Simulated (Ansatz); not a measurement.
A nudged elastic band was laid between two geometries of C₅H₈S₂ (15 atoms, charge 0, multiplicity 1).

Method: RKS PBE/6-31G (Ansatz 0.2.0).

| Quantity | Value |
| --- | --- |
| movable images | 7 |
| climbing image | yes |
| spring | 5.0 eV/Å² |
| optimiser | quadratic models (default) |
| start path | IDPP |
| force threshold | 0.05 eV/Å |
| iteration limit | 27 |
| end points | relaxed |

First end point:

```xyz
15
Properties=species:S:1:pos:R:3
C -3.858 0.951 1.607
C -2.655 1.165 1.485
S -0.939 1.484 1.355
C -0.712 1.232 -0.561
S 1.062 0.901 -0.998
C 1.210 -0.896 -0.367
C 2.663 -1.354 -0.481
H -4.907 0.758 1.716
H -1.009 2.162 -1.062
H -1.371 0.400 -0.847
H 0.535 -1.517 -0.979
H 0.858 -0.896 0.677
H 3.329 -0.725 0.133
H 2.754 -2.396 -0.126
H 3.019 -1.320 -1.524
```

Last end point:

```xyz
15
Properties=species:S:1:pos:R:3
C -2.126 2.133 2.795
C -1.194 1.905 2.029
S 0.160 1.587 0.965
C -0.822 0.951 -0.590
S 0.301 0.384 -1.957
C 0.690 -1.403 -1.400
C 1.808 -1.509 -0.365
H -2.940 2.338 3.463
H -1.405 1.799 -0.971
H -1.482 0.140 -0.250
H 0.959 -1.905 -2.345
H -0.259 -1.838 -1.042
H 1.539 -1.002 0.576
H 2.008 -2.573 -0.138
H 2.741 -1.057 -0.742
```

Problem. What changes between the two ends?

Solution. No bond is made or broken. The dihedral C4–S5–C6–H12 goes from -53 to 42°.

Problem. Give the energies along the band, and the barrier.

Solution. It converged. The highest image is number 5 of 0 to 8, 0.035 eV above the first end and 0.019 eV above the last; the last end lies 0.016 eV above the first. A vibrational analysis at the climbing image gives one clearly imaginary mode, 47i cm⁻¹: a first-order saddle point. Limits of this set-up: no polarisation functions.

| image | path coordinate (Å) | energy (eV) | dihedral C4–S5–C6–H12 (°) |
| --- | --- | --- | --- |
| 0 | 0.00 | 0.000 | -53 |
| 1 | 0.54 | 0.003 | -43 |
| 2 | 1.08 | 0.011 | -33 |
| 3 | 1.62 | 0.023 | -23 |
| 4 | 2.16 | 0.032 | -12 |
| 5 | 2.70 | 0.035 | 0 |
| 6 | 3.48 | 0.029 | 16 |
| 7 | 4.25 | 0.020 | 30 |
| 8 | 5.02 | 0.016 | 42 |

Problem. What is the geometry of the highest image?

Solution. 
```xyz
15
Properties=species:S:1:pos:R:3
C -2.700 1.777 2.607
C -1.648 1.667 1.985
S -0.135 1.512 1.116
C -0.829 1.108 -0.655
S 0.506 0.446 -1.764
C 0.765 -1.297 -0.999
C 2.211 -1.502 -0.555
H -3.616 1.877 3.156
H -1.193 2.043 -1.099
H -1.649 0.390 -0.519
H 0.461 -2.017 -1.775
H 0.064 -1.366 -0.151
H 2.485 -0.794 0.245
H 2.342 -2.530 -0.170
H 2.916 -1.363 -1.392
```

The band took 6 iterations and roughly 8 core-minutes.

Run time: 8.4 min on 1 CPU thread of a shared host.
